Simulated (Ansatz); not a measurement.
```yaml
crystal:
  periodic: [false, false, false]
  atoms:
    - {symbol: N, position_ang: [0.964170, -0.085320, 0.591148]}
    - {symbol: C, position_ang: [-0.154882, 0.202479, -0.007960]}
    - {symbol: Br, position_ang: [-0.744727, 1.976876, -0.214821]}
    - {symbol: I, position_ang: [-1.251172, -1.296150, -1.147942]}
    - {symbol: H, position_ang: [1.232048, -1.060977, 0.668910]}
basis:
  gaussian: {orbitals: "6-311G**", nuclear_model: gaussian}
magnetization: {spin_polarized: true, initial_magnetization: 2}
hamiltonian: {xc: {name: r2SCAN}}
```

```sh
$ ansatz run in.yaml --threads 2 --pin off --events-out ev --progress --plain --max-ram 4352MiB
```

(1) How does Ansatz answer? (Estimate.)

Answers

(1) Ansatz gave: The program refused the input.
```
Error: <dir> can't be read: No such file or directory (os error 2)
```
